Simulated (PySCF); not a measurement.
RuO4, SMILES [Ru](=[O])(=[O])(=[O])=[O], multiplicity 1.

Coordinates come from a r2SCAN-D4/def2-SVP optimisation. The spin state was assumed, not searched. The isomer is the one that the SMILES or the coordinates give; other isomers of the formula were not compared. The def2 effective core potentials stand for the cores of Ru; spin–orbit coupling is left out.

Two levels are set side by side: TDA-PBE/def2-SVPD (PySCF) and TDA-ωB97X/def2-SVPD (PySCF). Vertical, same geometry. The lowest singlet is HOMO→LUMO 55 %, HOMO→LUMO+1 43 % with PBE and HOMO→LUMO+1 89 % with the other functional; states are paired by order. Differences are taken from unrounded values.

```tsv
quantity	TDA-ωB97X
lowest singlet excitation (eV)	3.11
lowest triplet excitation (TDA) (eV)	2.42
```

What does TDA-PBE give, and how far is it from TDA-ωB97X? (An estimate is asked for; the answer gives what the named calculation found.)


```csv
quantity,TDA-PBE,TDA-PBE minus TDA-ωB97X
lowest singlet excitation (eV),3.35,0.24
lowest triplet excitation (TDA) (eV),2.71,0.29
```

Rough cost on one machine, each run with all the roots and properties that it gave: TDA-ωB97X against TDA-PBE within a factor of 2.
